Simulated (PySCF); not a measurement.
C4H10Si2, SMILES C=C1CC[Si@H]1[SiH3].

Geometry optimised at B3LYP-D3(BJ)/def2-SVP. A frequency run showed that this geometry is not a minimum. The structure was generated by enumeration; whether it is a known compound was not checked.

Two levels are set side by side: TDA-PBE/def2-SVPD (PySCF) and TDA-PBE0/def2-SVPD (PySCF). Vertical, same geometry. The lowest singlet is HOMO−1→LUMO 57 %, HOMO→LUMO 38 % with PBE and HOMO−1→LUMO 57 %, HOMO→LUMO 36 % with the other functional; states are paired by order. Differences are taken from unrounded values.

| quantity | TDA-PBE0 | TDA-PBE | TDA-PBE minus TDA-PBE0 |
|---|---|---|---|
| lowest singlet excitation (eV) | 5.57 | 5.04 | -0.53 |
| lowest triplet excitation (TDA) (eV) | 3.81 | 3.86 | 0.06 |
| first bright state (f over 0.05) (eV) | 5.57 | 5.85 | 0.28 |
| its oscillator strength | 0.06 | 0.13 | 0.07 |

Functionals without exact exchange tend to place singlet excitations lower, as here. Differences between two approximate levels are no errors against the true value.

Rough cost on one machine, each run with all the roots and properties that it gave: TDA-PBE0 against TDA-PBE about 3 times.
